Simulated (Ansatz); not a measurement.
Ru₄, relaxed as a singlet with RKS PBE0-D4/def2-SVP in Ansatz, starting from the GFN2-xTB geometry. Force threshold 0.02 eV/Å.

In the def2 sets Ru takes a core potential; there is no spin–orbit coupling. The structure comes from a short search, and lower isomers may exist.

Start:

```xyz
4

Ru    1.883    0.405    1.432
Ru   -1.427    1.714    0.399
Ru    0.962   -0.210   -2.073
Ru   -1.419   -1.909    0.242
```

```
step  energy (eV)  largest force component (eV/Å)  SCF passes
   1  -10307.5596                           1.742         444
   2  -10309.4868                           2.295         126
   3  -10311.9362                           2.539         232
   4  -10315.3118                           4.224         131
   5  -10319.0921                           3.662          87
   6  -10320.3476                           1.868          87
   7  -10320.6572                           1.530          72
   8  -10320.8324                           0.341          53
   9  -10320.8398                           0.104          46
  10  -10320.8410                           0.010          46
```

Force components are those of the run's own axes.

End:

```xyz
4

Ru    1.2099    0.1144    0.8334
Ru   -1.0229    1.0467    0.1764
Ru    0.7026   -0.0216   -1.2957
Ru   -0.8896   -1.1395    0.2859
```

Bonds formed: Ru1–Ru4, Ru2–Ru3, Ru3–Ru4 (atoms count from 1). Metal–metal contacts that move far: Ru1–Ru3 3.68 to 2.19 Å, Ru2–Ru4 3.63 to 2.19 Å, Ru1–Ru2 3.71 to 2.51 Å. The end is the same structure that another start reached, the lowest one found.

No frequencies were taken in this run, so the end may be a saddle point.

Run time 62 s (4 threads of Arm Neoverse V2 on a shared host).
